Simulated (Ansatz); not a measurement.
```xyz
10

C    -1.420   -0.748   -0.001
O    -0.896    0.556    0.093
Ge    0.804    0.768    0.552
Se    2.239   -0.308   -0.972
H    -2.465   -0.668   -0.306
H    -0.886   -1.349   -0.747
H    -1.382   -1.276    0.961
H     1.071    0.082    1.903
H     1.002    2.285    0.555
H     1.934    0.657   -2.036
```

Total charge 0; spin multiplicity 1.

List the PBE/def2-TZVPP orbital energies in eV (Ansatz 0.2.0). (An estimate is asked.)

Ansatz gave: Occupied: -12302.31, -10805.18, -1562.30, -1403.08, -1403.06, -1403.00, -1338.49, -1191.92, -1191.90, -1191.89, -510.28, -270.01, -205.29, -163.13, -150.63, -150.54, -150.35, -114.61, -114.56, -114.52, -53.74, -53.72, -53.57, -53.51, -53.48, -30.53, -30.40, -30.37, -30.33, -30.32, -24.89, -17.63, -16.66, -13.63, -11.02, -10.86, -10.79, -9.61, -8.62, -8.06, -7.21, -6.38, -6.03. Lowest empty: -1.09, -0.66, -0.37, 0.51, 0.98, 1.28, 2.33, 2.62.
